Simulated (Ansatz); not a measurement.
Question: Name a neutral molecule of C, F, N, S, Si and H with LUMO energy (PBE0/def2-TZVPP) between 0.00 and 0.30 eV and size of the dipole moment (PBE/def2-TZVPP) between 2.05 and 2.35 D (Ansatz, PBE0-D4/def2-TZVP geometry).

Answer: `CN1C[Si]1(F)S` (0.29 eV, 2.09 D). Other molecules can fit too; these were computed, each in one conformer that needn't be the lowest.
